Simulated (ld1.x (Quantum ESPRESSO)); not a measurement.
## Sb: variants of one RRKJ potential

Base potential:

Sb (Z = 51), norm-conserving RRKJ (Kleinman–Bylander form), made with ld1.x (Quantum ESPRESSO) 7.5 (PBE, scalar-relativistic). Core [Kr], reference 4d10 5s2 5p2 (charge +1). Waves: 5p (bound): rc 1.90 bohr; 4d (bound): rc 0.95 bohr; 5s (bound): rc 1.70 bohr. Local part: the s channel. Core correction: Bessel-smoothed model core, default radius (core density twice the valence density). rho0 = 0.001.

Cutoffs, loose and tight: the cutoffs (Ry, on a coarse ladder) from which the occupation-weighted sum of valence levels, in a spherical-Bessel basis at the reference potential, stays within 10 and 1 mRy of its value at 400 Ry. They do not see the model core or the augmentation charge, which bear on the density cutoff. Test errors are all-electron minus pseudo excitation energies from the reference, over the configurations 4d10 5s2 5p3; 4d10 5s2 5p1; 4d10 5s2 5p0; 4d10 5s1 5p3; 4d10 5s1 5p4; 4d9 5s2 5p3; 4d9 5s2 5p4. A dash means not determined; rows that change the core or the reference have their own tests.

Cutoffs are not given where the Bessel-basis levels miss the radial ones by over 6 mRy, ghosts where they miss by over 20 mRy; a channel whose overlap is not positive is not tested.

```tsv
change	outcome	cutoff, loose	cutoff, tight	bound ghosts	largest test error (meV)
base	generated	200 Ry	300 Ry	none	-502
wave 4d (bound): rc 0.95 bohr becomes 4d (bound): rc 0.62 bohr	generated	–	–	none	-523
wave 4d (bound): rc 0.95 bohr becomes 4d (bound): rc 0.70 bohr	generated	over 300 Ry	over 300 Ry	none	-515
wave 4d (bound): rc 0.95 bohr becomes 4d (bound): rc 0.78 bohr	generated	180 Ry	over 300 Ry	none	-510
wave 4d (bound): rc 0.95 bohr becomes 4d (bound): rc 0.90 bohr	generated	200 Ry	over 300 Ry	none	-503
wave 4d (bound): rc 0.95 bohr becomes 4d (bound): rc 0.98 bohr	generated	180 Ry	300 Ry	none	-501
wave 4d (bound): rc 0.95 bohr becomes 4d (bound): rc 1.04 bohr	generated	160 Ry	260 Ry	none	-499
wave 4d (bound): rc 0.95 bohr becomes 4d (bound): rc 1.16 bohr	generated	90 Ry	160 Ry	none	-495
wave 4d (bound): rc 0.95 bohr becomes 4d (bound): rc 1.24 bohr	generated	90 Ry	100 Ry	none	-489
wave 4d (bound): rc 0.95 bohr becomes 4d (bound): rc 1.32 bohr	generated	90 Ry	100 Ry	none	-483
wave 4d (bound): rc 0.95 bohr becomes 4d (bound): rc 1.40 bohr	generated	80 Ry	90 Ry	none	-464
```

Reading the sweep of the d radius (base included, trends over the rows without a ghost): The loose cutoff falls from 180 Ry at 0.78 to 80 Ry at 1.4 bohr, with one reversal. A larger radius leaves more room for a smooth pseudo-wave, so fewer plane waves are needed; a smaller one forces it to follow the all-electron wave where it bends sharply. The median size of the test errors (rows with all tests solved) stays near 3.9 meV.
